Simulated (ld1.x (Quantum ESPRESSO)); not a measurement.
**An all-electron radial function and its pseudo partner (Ni (Z = 28))**

Columns: radius, all-electron u(r) and pseudo u(r) of the 3p shell (level -71.39 eV) of nickel in the configuration [Ne] 3s2 3p6 3d8 4s2 4p0; PBE, scalar-relativistic, PAW scheme, ld1.x (Quantum ESPRESSO) 7.5.

```csv
r (bohr),all-electron,pseudo
0.090,0.5618,-0.0310
0.180,0.5262,-0.1196
0.270,0.0093,-0.2534
0.360,-0.5375,-0.4139
0.450,-0.9314,-0.5796
0.540,-1.1478,-0.7292
0.630,-1.2208,-0.8450
0.720,-1.1972,-0.9153
0.810,-1.1165,-0.9357
0.900,-1.0075,-0.9094
0.990,-0.8885,-0.8456
1.080,-0.7710,-0.7574
1.170,-0.6610,-0.6587
1.260,-0.5616,-0.5616
1.350,-0.4738,-0.4739
1.440,-0.3976,-0.3976
1.530,-0.3323,-0.3323
1.620,-0.2767,-0.2767
1.710,-0.2298,-0.2298
1.800,-0.1904,-0.1904
1.890,-0.1575,-0.1575
1.980,-0.1300,-0.1300
2.070,-0.1072,-0.1072
2.160,-0.0883,-0.0883
2.250,-0.0727,-0.0727
2.340,-0.0598,-0.0598
```

Problem. How many radial nodes do the two functions have?

Solution. The all-electron 3p function has n − l − 1 = 1; the pseudo-wave has 0, since the states of the same l below it are removed with the core.

Problem. At about which radius was the pseudo-wave matched?

Solution. 1.36 bohr. The columns agree to 0.0005 from 1.26 bohr on; several derivatives are matched, so the curves merge somewhat inside the radius.

Problem. Is the pseudo-wave norm-conserving?

Solution. No, it belongs to a PAW set: the norm inside the radius is not constrained, and the difference is carried by the augmentation charge.
